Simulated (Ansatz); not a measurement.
One change: `[CH3][SnH]([F])[SH]` becomes `[CH3][Sn]([F])([F])[SH]`.

Ansatz, PBE0-D4/def2-TZVP geometries, multiplicity 1. Each molecule was computed in one conformer, which needn't be the lowest.

Elements past krypton have def2 core potentials.

| property | `[CH3][SnH]([F])[SH]` |
| --- | --- |
| HOMO–LUMO gap (PBE0/def2-TZVPP) / eV | 7.05 |
| HOMO energy (B3LYP/def2-TZVPP) / eV | -7.42 |
| ideal-gas entropy at 298 K and 1 bar (rigid rotor, harmonic PBE0-D4/def2-TZVP) / J/(mol·K) | 369 |
| LUMO energy (PBE0/def2-TZVPP) / eV | -0.63 |
| HOMO energy (PBE0/def2-TZVPP) / eV | -7.68 |
| zero-point energy (PBE0-D4/def2-TZVP) / kJ/mol | 142.1 |

Task: What does the change do to each property? (Best estimate.)

Result: Ansatz gave: 
```csv
property,`[CH3][Sn]([F])([F])[SH]`,shift
HOMO–LUMO gap (PBE0/def2-TZVPP) / eV,6.65,-0.40
HOMO energy (B3LYP/def2-TZVPP) / eV,-7.87,-0.45
"ideal-gas entropy at 298 K and 1 bar (rigid rotor, harmonic PBE0-D4/def2-TZVP) / J/(mol·K)",406,37
LUMO energy (PBE0/def2-TZVPP) / eV,-1.48,-0.85
HOMO energy (PBE0/def2-TZVPP) / eV,-8.14,-0.46
zero-point energy (PBE0-D4/def2-TZVP) / kJ/mol,129.0,-13.1
```

With PBE0 the HOMO falls by 0.46 eV and the LUMO falls by 0.85 eV, so the gap narrows by about 0.39 eV. PBE moves the HOMO by -0.41 eV and ωB97M-V by -0.48 eV. Modes under 60 cm⁻¹, often nearly free rotors, make the harmonic entropy too high.

B3LYP here is the variant with VWN-RPA as its local correlation; programs differ in this.
